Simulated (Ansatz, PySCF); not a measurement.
Process, species as SMILES: ClI → Cl atom + I atom (the Cl-I bond at the site shown breaks; other sites are not compared here)
Each molecule is optimised on its own at B3LYP-D3(BJ)/def2-TZVP (Ansatz, an electronic-structure program).

Wanted: bond dissociation energy (enthalpy at 298 K, with B3LYP-D3(BJ) rigid-rotor harmonic-oscillator terms from PySCF), in kcal/mol. Valence correlation only, unless marked. Open shells are spin-unrestricted. Spin-orbit coupling is left out. Frozen are the shells of the preceding noble gas and the d and f shells that filled before the atom's block. Past Kr the def2 sets carry scalar-relativistic core potentials. CBS marks a two-point X^-3 extrapolation of the correlation energy; Hartree-Fock from the larger set.

```csv
level,program,bond dissociation energy (kcal/mol)
HF/def2-TZVPD,PySCF,19.3
PBE-D4/def2-TZVPD,Ansatz + dftd4,62.0
```

Question: Estimate the value at CCSD(T)/CBS(def2-TZVPPD,def2-QZVPPD) as computed with Ansatz.

Answer: 55.8 kcal/mol, so PBE-D4/def2-TZVPD differs from it by 6.2 kcal/mol.
